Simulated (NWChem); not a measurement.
Species: MgF2; SMILES [F][Mg][F]

Q: Give the equilibrium geometry at B3LYP/6-31G* (spherical d) (NWChem) as an XYZ file, with the point group.

A: point group D*h; any orientation.
```
3

Mg     0.0000     0.0000    -0.0477
F      1.7353     0.0000    -0.0477
F     -1.7353     0.0000    -0.0477
```
